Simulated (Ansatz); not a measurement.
Ideal-gas functions of C₂H₅GeN (`C#[C][GeH2][NH2]`) at 298.15 K and 1 bar, from an Ansatz frequency run at PBE0-D4/def2-TZVP.

Molar mass 115.68 g/mol, point group Cs (symmetry number 1), electronic degeneracy 1, moments of inertia 42.219, 174.402, 207.365 u Å². Harmonic wavenumbers (cm⁻¹, unscaled): 127, 163, 228, 322, 501, 502, 587, 701, 706, 720, 727, 805, 860, 947, 1586, 2154, 2185, 2185, 3465, 3556, 3648.

Use S(trans) = R[1.5 ln M + 2.5 ln T − 1.1517]; rotational temperatures θ = 24.2544 K / I; S(rot) = R[ln(√π/σ · √(T³/θAθBθC)) + 1.5]; for each mode x = 1.438777 ν̃/T, S = R[x/(eˣ − 1) − ln(1 − e⁻ˣ)] and H = RT x/(eˣ − 1); 1 cm⁻¹ = 0.0119627 kJ/mol; R = 8.31446 J/(mol·K).

By hand: the entropy, in J/(mol·K).

Translation 168.1. Rotation: θ = 0.5745, 0.1391, 0.117 K, giving 107.7. Vibration, mode by mode: 12.51, 10.52, 7.93, 5.44, 2.74, 2.73, 1.98, 1.28, 1.25, 1.19, 1.15, 0.85, 0.68, 0.48, 0.03, 0.00, 0.00, 0.00, 0.00, 0.00, 0.00, in all 50.8. Electronic 0.0. Sum 326.6 J/(mol·K).

By hand: H − E and G − E in kJ/mol, counted from the electronic energy.

Zero-point energy ½ × 26675 × 0.0119627 = 159.6; thermal vibration 9.1; translation, rotation and pV give 4 RT = 9.9. H − E = 178.6 kJ/mol, and G − E = 178.6 − 298.15 × 326.6/1000 = 81.2 kJ/mol.

Vibration gives 16 % of the entropy, 12.5 J/(mol·K) of it from the mode under 150 cm⁻¹: soft modes count most, and the harmonic formula is weakest for them. The sum counts one conformer and one mirror image; others add a mixing term.
